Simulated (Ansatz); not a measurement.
V5O22H19. The state is a triplet with charge 0. Geometry r2SCAN-D4/def2-SVP, that of the neutral singlet; atoms count from 1.

```xyz
46

V    -0.399   -0.177   -2.057
V     1.056   -2.696    1.445
V     3.353   -3.128   -1.804
V    -2.771    3.239   -1.422
V    -0.382    1.858    2.181
O    -3.905    3.752   -2.654
O     0.686    2.728    3.259
O    -2.935    4.278    0.056
O    -1.192    3.367   -2.017
O    -1.831    1.954    3.213
O    -1.795    0.198   -3.070
O     0.797    1.039    1.178
O    -3.042    1.742   -0.934
O     0.253    1.411   -1.451
O    -1.827    0.435    1.217
O    -0.812    3.044    1.002
O    -0.032    0.086    3.411
O     3.148   -1.723   -2.759
O     2.270   -3.904    1.808
O    -0.861   -1.076   -0.726
O     0.697   -0.979   -2.911
O     0.011   -3.256   -0.058
O     1.774   -1.290    0.994
O     0.042   -2.404    2.657
O     1.929   -3.844   -1.689
O     4.544   -4.213   -2.495
O     3.857   -2.657   -0.164
H    -4.710    3.259   -2.870
H     1.627    2.497    3.216
H    -2.784    5.229   -0.069
H    -0.504    2.596   -1.804
H    -2.477    1.239    3.091
H    -2.570    0.428   -2.523
H     1.188    0.090    1.164
H    -2.387    0.936    0.584
H     0.550    1.438   -0.504
H    -1.416   -0.242    0.611
H    -1.648    3.584    0.943
H    -0.554    0.144    4.223
H     2.205   -1.391   -2.936
H     3.080   -3.749    1.266
H    -0.455   -2.355   -0.422
H    -0.068   -0.873    3.114
H     0.617   -3.587   -0.790
H     4.320   -5.124   -2.737
H     3.356   -1.904    0.231
```

Single mean-field runs in def2-SVP are fitted with def2-universal-jkfit. In the triplet geometry the species has come apart into loosely held pieces. At PBE0-D4/def2-SVP a singlet of charge 0 lies 2.86 eV below the triplet at the same geometry.

Estimate the Mulliken populations of the heavy atoms from the PBE0/def2-SVP orbitals of Ansatz.


```
atom  charge (e)  spin (α − β)  d electrons
  V1        1.09          0.00         3.09
  V2        1.04          0.00         3.14
  V3        1.10          0.00         3.09
  V4        1.08          0.00         3.10
  V5        0.93          0.79         3.18
  O6       -0.44          0.00            –
  O7       -0.34          0.27            –
  O8       -0.49          0.00            –
  O9       -0.43          0.00            –
 O10       -0.27          0.54            –
 O11       -0.43          0.00            –
 O12       -0.51          0.06            –
 O13       -0.50          0.00            –
 O14       -0.54          0.00            –
 O15       -0.32          0.01            –
 O16       -0.37          0.28            –
 O17       -0.27          0.06            –
 O18       -0.43          0.00            –
 O19       -0.43          0.00            –
 O20       -0.64          0.00            –
 O21       -0.52          0.00            –
 O22       -0.38          0.00            –
 O23       -0.57          0.00            –
 O24       -0.52          0.00            –
 O25       -0.49          0.00            –
 O26       -0.44          0.00            –
 O27       -0.49          0.00            –
```
Mulliken values and Mayer orders depend strongly on the basis.

Where does the spin sit?

Summed by element: V 0.79, O 1.22, H -0.01, of 2 unpaired in all. Largest on single atoms: V5 0.79, O10 0.54, O16 0.28.

And the Mayer bond orders between bonded heavy atoms (over 0.3)?

V1–O11 1.14 (1.76 Å); V1–O14 0.90 (1.82 Å); V1–O20 1.46 (1.67 Å); V1–O21 1.81 (1.60 Å); V2–O19 1.20 (1.75 Å); V2–O22 0.69 (1.91 Å); V2–O23 1.68 (1.64 Å); V2–O24 1.81 (1.61 Å); V3–O18 1.31 (1.71 Å); V3–O25 1.90 (1.60 Å); V3–O26 1.13 (1.75 Å); V3–O27 1.03 (1.78 Å); V4–O6 1.14 (1.75 Å); V4–O8 0.94 (1.81 Å); V4–O9 1.40 (1.69 Å); V4–O13 1.89 (1.60 Å); V5–O7 1.06 (1.75 Å); V5–O10 0.76 (1.78 Å); V5–O12 1.08 (1.75 Å); V5–O15 0.37 (2.25 Å); V5–O16 1.05 (1.73 Å); V5–O17 0.36 (2.18 Å).
